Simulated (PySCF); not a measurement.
How good is the calculation?

Structure with atom numbers: `[CH3:1][C:2](=[O:3])[O:4][CH:5]([CH3:6])[CH3:7]`. Each H is labelled by its parent atom.

The experiment to reproduce: δ 17O O3 365.1; O4 196.8 ppm (measured; liquid, neat, 295 K; 17O NMR survey of organic solvents and oxofluorinated compounds, PMC5915748).
δ 13C C5 67.5; C6/C7 21.9; δ 1H H(C5) 4.99; H(C6)/H(C7) 1.23 ppm (measured; solution, not stated per compound (mostly CDCl3 or CCl4); Pretsch, Buehlmann, Badertscher, Structure Determination of Organic Compounds, 4th ed. (2009)).

No solvent, fast rotation and ring inversion assumed for equivalent nuclei, one conformer, non-relativistic. Shieldings: GIAO PBE0/pcSseg-1; GFN2-xTB geometry; PySCF 2.14.0 with density-fitted response routines.

Q: What does the calculation give, and how does it compare?

A: 
Reference values: measured (liquid, neat, 295 K; 17O NMR survey of organic solvents and oxofluorinated compounds, PMC5915748).
```
atoms                 quantity  reference  computed  computed, scaled
   O3  δ 17O vs D2O (external)      365.1         –             368.9
   O4  δ 17O vs D2O (external)      196.8         –             177.7
```

Reference values: measured (solution, not stated per compound (mostly CDCl3 or CCl4); Pretsch, Buehlmann, Badertscher, Structure Determination of Organic Compounds, 4th ed. (2009)).
```json
{"atoms": "C5", "quantity": "δ 13C", "reference": "67.5", "computed": "69.8", "computed, scaled": "65.8"}
{"atoms": "C6/C7", "quantity": "δ 13C", "reference": "21.9", "computed": "23.5", "computed, scaled": "20.7"}
{"atoms": "H(C5)", "quantity": "δ 1H", "reference": "4.99", "computed": "5.05", "computed, scaled": "4.85"}
{"atoms": "H(C6)/H(C7)", "quantity": "δ 1H", "reference": "1.23", "computed": "1.26", "computed, scaled": "1.27"}
```

Computed shifts are σ(ref) − σ with the named reference compound (TMS for H and C) calculated as an isolated molecule at the same level. The measured values may be among those fitted. Empirical linear scaling, fitted to shifts measured mostly in CDCl3 for H and C (δ vs TMS): 13C (scatter 2.1 ppm rms, 2.3 ppm with the 13 outliers that the fit left out); 1H (scatter 0.17 ppm rms, 0.18 ppm with the 4 outliers that the fit left out); 17O (scatter 10.7 ppm rms, 12.2 ppm with the 3 outliers that the fit left out vs liquid water, solution or neat liquid). A few per cent of atoms miss by over 2 rms, more outside the fitted compound classes.

Q: How far are the unscaled 13C shifts from the references?

A: Mean signed difference +1.95 ppm, mean absolute 1.95 ppm over 2 comparisons; the largest is +2.3 ppm at C5 (sp3 CH bonded to O).

Q: How far are the unscaled 1H shifts from the references?

A: Mean signed difference +0.04 ppm, mean absolute 0.04 ppm over 2 comparisons; the largest is +0.06 ppm at H(C5) (hydrogen on an sp3 CH bonded to O).
